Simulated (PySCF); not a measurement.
CH₇BOSi, CH₆BNSi, CH₅BClSi (calculated)

Computed with PySCF 2.14.0. Calculation on a computer-drawn molecule: the log of a Hartree-Fock and frozen-core CCSD(T) single point meant for a local Hartree-Fock minimum, with one planted fault or none, to be diagnosed. Offsets are logged minus clean, where the clean run is the same molecule without the fault. The reference is restricted for singlets and unrestricted otherwise, and also for a bond in bohr or an excited solution. Adding or removing an electron swaps singlet and doublet. The excited solution moves the top pair (singlet) or top alpha electron (doublet) to the lowest empty orbital. Highest occupied and lowest empty are orbital energies over both spins, largest force is the largest gradient component, triples share is (T) over the correlation energy, the T1 limit is 0.02 restricted and 0.045 unrestricted, electrons count all cores, a negative frequency is imaginary (commonest isotopes), and the dipole is about the centre of nuclear charge.

Common to all runs: meant charge 0; meant basis cc-pV(D+d)Z; logged SCF converged yes; logged CC converged yes; logged SCF stable within its kind yes; possible faults no fault, one electron removed, one electron added, multiplicity raised by two, geometry at a saddle point, SCF held on an excited solution, minimal basis STO-3G, one bond length entered in bohr, all coordinates scaled.

(1) 
```xyz
11
formula=CH7BOSi meant_multiplicity=1 logged_electrons=40 logged_basis_functions=100 logged_spin_squared=2.017 logged_highest_occupied=-6.2742 logged_lowest_empty=-2.2881 logged_largest_force=0.12297 logged_T1_diagnostic=0.022282 logged_D1_diagnostic=0.13273 logged_triples_share=0.025479 logged_dipole_magnitude=4.3142 logged_energy_HF=-430.26048 logged_energy_CCSD(T)=-430.83738 planted_fault=multiplicity_raised_by_two HF_energy_offset_from_clean_run=130.8 CCSD(T)_energy_offset_from_clean_run=133.6
B      0.8022     1.6182    -1.0798
C      0.6108     0.1902    -0.4784
Si     1.3417    -0.0080     1.2379
O      1.0399    -1.5683     1.6904
H     -0.0082     2.4845    -0.8842
H      1.7821     1.8928    -1.7201
H     -0.4464    -0.0713    -0.3589
H      1.1034    -0.5827    -1.0786
H      0.7208     0.9352     2.1984
H      2.8010     0.2531     1.2339
H      1.3357    -1.8617     2.5389
```

Units: logged_highest_occupied, logged_lowest_empty in eV; logged_largest_force in hartree/bohr; logged_dipole_magnitude in debye; logged_energy_HF, logged_energy_CCSD(T) in hartree; HF_energy_offset_from_clean_run, CCSD(T)_energy_offset_from_clean_run in kcal/mol.

Drawn bonds:
```
atom  other atom  order
   1           2      1
   2           3      1
   3           4      1
   1           5      1
   1           6      1
   2           7      1
   2           8      1
   3           9      1
   3          10      1
   4          11      1
```

(2) 
```xyz
10
formula=CH6BNSi meant_multiplicity=1 logged_electrons=37 logged_basis_functions=95 logged_spin_squared=0.7734 logged_highest_occupied=-17.288 logged_lowest_empty=-5.6359 logged_largest_force=0.094385 logged_T1_diagnostic=0.022428 logged_D1_diagnostic=0.10874 logged_triples_share=0.028899 logged_dipole_magnitude=2.0638 logged_energy_HF=-409.10423 logged_energy_CCSD(T)=-409.60824 planted_fault=one_electron_removed HF_energy_offset_from_clean_run=179.1 CCSD(T)_energy_offset_from_clean_run=212.1
B     -1.8357    -1.2155    -0.4977
C     -1.5182     0.3154    -0.4047
Si     0.1588     0.6217     0.3822
N      0.5416     1.1262     1.8197
H     -1.3251    -1.8892    -1.3512
H     -2.5560    -1.7446     0.3024
H     -2.2563     0.8757     0.1733
H     -1.4154     0.7502    -1.4073
H      1.2521     0.3298    -0.5560
H     -0.1188     1.3526     2.5400
```

Units: logged_highest_occupied, logged_lowest_empty in eV; logged_largest_force in hartree/bohr; logged_dipole_magnitude in debye; logged_energy_HF, logged_energy_CCSD(T) in hartree; HF_energy_offset_from_clean_run, CCSD(T)_energy_offset_from_clean_run in kcal/mol.

Drawn bonds:
```
atom  other atom  order
   1           2      1
   2           3      1
   3           4      2
   1           5      1
   1           6      1
   2           7      1
   2           8      1
   3           9      1
   4          10      1
```

(3) 
```xyz
9
formula=CH5BClSi meant_multiplicity=2 logged_electrons=46 logged_basis_functions=99 logged_spin_squared=0 logged_highest_occupied=-17.469 logged_lowest_empty=-7.1259 logged_largest_force=0.062071 logged_T1_diagnostic=0.018217 logged_D1_diagnostic=0.073991 logged_triples_share=0.031264 logged_dipole_magnitude=4.7789 logged_energy_HF=-813.61454 logged_energy_CCSD(T)=-814.12834 planted_fault=one_electron_removed HF_energy_offset_from_clean_run=188.5 CCSD(T)_energy_offset_from_clean_run=187.4
B     -1.4703     1.4989     0.2765
C     -0.3445     0.4369     0.5257
Si    -1.0672    -1.3045     0.6088
Cl    -1.9891    -1.8135    -1.1890
H     -2.1191     1.9151     1.1978
H     -1.7228     1.8811    -0.8315
H      0.1340     0.5662     1.5038
H      0.4221     0.4250    -0.2535
H     -2.0899    -1.4296     1.6711
```

Units: logged_highest_occupied, logged_lowest_empty in eV; logged_largest_force in hartree/bohr; logged_dipole_magnitude in debye; logged_energy_HF, logged_energy_CCSD(T) in hartree; HF_energy_offset_from_clean_run, CCSD(T)_energy_offset_from_clean_run in kcal/mol.

Drawn bonds:
```
atom  other atom  order
   1           2      1
   2           3      1
   3           4      1
   1           5      1
   1           6      1
   2           7      1
   2           8      1
   3           9      1
```
